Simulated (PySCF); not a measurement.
**Relaxation of singlet YOBr**

Level of theory: PySCF, PBE0, basis Y def2-TZVP with ECP28, O def2-TZVP, Br def2-TZVP (scalar-relativistic core potentials, no spin–orbit coupling, density fitting). A (50,194) grid was used.

A start displaced from a saddle point along its imaginary mode, of Cs symmetry, held to at least that symmetry:

Coordinates in bohr (charge 0 multiplicity 1):
```
Y     0.0065   -0.1404   -1.9473
O    -0.0218    0.4719   -5.3623
Br   -0.0029    0.0625    3.2806
```

What forces act on the atoms at the start (eV/Å)?


```tsv
atom	Fx	Fy	Fz
Y1	0.00	-0.05	-0.96
O2	0.00	-0.04	1.08
Br3	0.00	0.10	-0.12
```

What does it relax to?

It ends at Cs with Y–Br 2.666 Å, Y–O 1.794 Å; Br–Y–O 119.5° (after a last refinement on a finer grid). The frequency run here used a shortcut that can spoil soft modes, so no verdict on minimum or saddle point is given. Other isomers or separated fragments may lie lower.

How much energy is released, and in how many steps?

31.4 kJ/mol in 12 steps.

The relaxation took about 120 core-seconds on a shared host.
